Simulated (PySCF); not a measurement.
**Ionisation energy of As+ by level of theory**

As+ [Ar] 3d10 4s2 4p2 [4p1/2^2, M_J = 0] → As(2+) [Ar] 3d10 4s2 4p1 [4p1/2^1, M_J = 1/2], as a difference of total energies. Calculation: PySCF 2.14, in x2c-QZVPPall-2c (11s10p5d4f1g, 103 functions); the two-component X2C-1e Hamiltonian. Correlated levels: [Ne] frozen; the 8 highest virtual spinors dropped. "Screened" scales the spin-orbit matrix elements by Boettger's factors to mimic the two-electron term; Breit and QED terms are absent.

| method | ionisation energy (eV) | error (eV) |
| --- | --- | --- |
| GHF (spin-free) | 17.865 | -0.724 |
| GMP2 (spin-free) | 18.566 | -0.023 |
| GHF (screened spin-orbit) | 17.761 | -0.828 |
| GMP2 (screened spin-orbit) | 18.450 | -0.139 |

Reference: 18.589 eV (measured; NIST Atomic Spectra Database, ionization energies).

The spin-free rows relax to the high-spin LS determinant and lack the spin-orbit shift.

Errors of the correlated levels include the incompleteness of this basis and the frozen core.

The labels give the starting determinants; with spin-orbit coupling the two ends relaxed to ⟨J²⟩ = 1.63, ⟨L²⟩ = 2.01, ⟨S²⟩ = 1.99 and ⟨J²⟩ = 0.82, ⟨L²⟩ = 2.04, ⟨S²⟩ = 0.76.

The determinant of As+ mixes levels of different J (the jj label is only the starting occupation), so the difference between spin-free and spin-orbit rows is not the physical spin-orbit shift.
